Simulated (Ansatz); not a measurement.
Computed with Ansatz on PBE0-D4/def2-TZVP structures; ΔE is electronic, products minus reactants. CBS: MP2 limit from def2 TZ/QZ plus the TZ coupled-cluster correction, frozen cores. This one scheme is used for every species. Double bonds are as drawn, so ΔE can hold a change between cis and trans. Functionals use def2-TZVPP. B3LYP here is the variant with VWN-RPA as its local correlation; programs differ in this. One conformer a species, not always the lowest.

Consider the substitution at a C–B bond: `BCB` + `C/N=C/O` → `BCO/C=N/C` + BH₃.

```json
{"level": "PBE-D4", "ΔE (kJ/mol)": "118.7", "difference from CCSD(T)/CBS": "5.8"}
{"level": "r2SCAN-D4", "ΔE (kJ/mol)": "117.1", "difference from CCSD(T)/CBS": "4.2"}
{"level": "B3LYP-D4", "ΔE (kJ/mol)": "106.8", "difference from CCSD(T)/CBS": "-6.1"}
{"level": "ωB97M-V", "ΔE (kJ/mol)": "112.3", "difference from CCSD(T)/CBS": "-0.6"}
{"level": "B2PLYP", "ΔE (kJ/mol)": "110.5", "difference from CCSD(T)/CBS": "-2.4"}
{"level": "PBE", "ΔE (kJ/mol)": "121.3", "difference from CCSD(T)/CBS": "8.4"}
{"level": "r2SCAN", "ΔE (kJ/mol)": "118.2", "difference from CCSD(T)/CBS": "5.3"}
{"level": "B3LYP", "ΔE (kJ/mol)": "110.5", "difference from CCSD(T)/CBS": "-2.4"}
{"level": "HF/def2-TZVPP", "ΔE (kJ/mol)": "97.0", "difference from CCSD(T)/CBS": "-15.9"}
{"level": "MP2/def2-TZVPP", "ΔE (kJ/mol)": "114.9", "difference from CCSD(T)/CBS": "2.0"}
{"level": "SCS-MP2/def2-TZVPP", "ΔE (kJ/mol)": "107.3", "difference from CCSD(T)/CBS": "-5.6"}
{"level": "CCSD(T)/def2-TZVPP", "ΔE (kJ/mol)": "109.9", "difference from CCSD(T)/CBS": "-3.0"}
{"level": "HF/def2-QZVPP", "ΔE (kJ/mol)": "97.1", "difference from CCSD(T)/CBS": "-15.8"}
{"level": "MP2/def2-QZVPP", "ΔE (kJ/mol)": "116.7", "difference from CCSD(T)/CBS": "3.8"}
{"level": "SCS-MP2/def2-QZVPP", "ΔE (kJ/mol)": "109.4", "difference from CCSD(T)/CBS": "-3.5"}
{"level": "MP2/CBS(def2)", "ΔE (kJ/mol)": "117.9", "difference from CCSD(T)/CBS": "5.0"}
{"level": "CCSD(T)/CBS", "ΔE (kJ/mol)": "112.9", "difference from CCSD(T)/CBS": "0"}
```

Largest T1 diagnostic among the species: 0.013.

In def2-TZVPP, CCSD(T) changes the Hartree–Fock value by +12.9 kJ/mol (the triples alone add +0.7 kJ/mol) and MP2 by +17.9 kJ/mol. The D4 term adds −3.7 kJ/mol with B3LYP and −2.4 kJ/mol with PBE0; it sums over pairs of atoms, weighted by their polarisabilities, and B3LYP, whose exchange is more repulsive, gets the larger term.
